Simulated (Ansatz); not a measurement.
CH6S3Si (`[SiH3]CSSS`), relaxed with RKS PBE-D4/def2-SVP in Ansatz 0.2.0 from a rough embedded geometry. The force threshold is 0.03 eV/Å; the program also tests the step.

The species carries charge 0 and has multiplicity 1.

Start:

```xyz
11

Si   -0.836    1.529   -0.307
C    -0.550   -0.242   -0.586
S     1.155   -0.475   -1.086
S     2.238   -0.583    0.634
S     2.103   -2.482    1.318
H    -0.651    2.357   -1.526
H    -2.320    1.706    0.035
H    -0.096    2.053    0.805
H    -0.771   -0.841    0.245
H    -1.177   -0.599   -1.421
H     0.904   -2.422    1.889
```

```json
{"step": "1", "energy (eV)": "-41485.3326", "largest force (eV/Å)": "2.302", "largest move (Å)": "0.000"}
{"step": "2", "energy (eV)": "-41485.6744", "largest force (eV/Å)": "0.713", "largest move (Å)": "0.197"}
{"step": "3", "energy (eV)": "-41485.7200", "largest force (eV/Å)": "0.345", "largest move (Å)": "0.104"}
{"step": "4", "energy (eV)": "-41485.7313", "largest force (eV/Å)": "0.120", "largest move (Å)": "0.031"}
{"step": "5", "energy (eV)": "-41485.7407", "largest force (eV/Å)": "0.053", "largest move (Å)": "0.117"}
{"step": "6 (rejected)", "energy (eV)": "-41485.7406", "largest force (eV/Å)": "0.160", "largest move (Å)": "0.180"}
{"step": "7", "energy (eV)": "-41485.7457", "largest force (eV/Å)": "0.031", "largest move (Å)": "0.087"}
{"step": "8", "energy (eV)": "-41485.7471", "largest force (eV/Å)": "0.069", "largest move (Å)": "0.096"}
{"step": "9", "energy (eV)": "-41485.7489", "largest force (eV/Å)": "0.055", "largest move (Å)": "0.085"}
{"step": "10", "energy (eV)": "-41485.7496", "largest force (eV/Å)": "0.076", "largest move (Å)": "0.034"}
{"step": "11", "energy (eV)": "-41485.7499", "largest force (eV/Å)": "0.045", "largest move (Å)": "0.016"}
{"step": "12", "energy (eV)": "-41485.7500", "largest force (eV/Å)": "0.027", "largest move (Å)": "0.018"}
```

End:

```xyz
11

Si   -0.857    1.485   -0.192
C    -0.567   -0.301   -0.787
S     1.165   -0.633   -1.316
S     2.231   -0.512    0.457
S     1.986   -2.353    1.468
H    -0.590    2.430   -1.330
H    -2.287    1.640    0.259
H     0.057    1.803    0.955
H    -0.859   -1.064   -0.035
H    -1.176   -0.501   -1.696
H     0.897   -1.995    2.219
```

Hardware: 4 threads of an Arm Neoverse V1 on a shared host. Wall time 19 s, peak host memory 0.17 GiB.
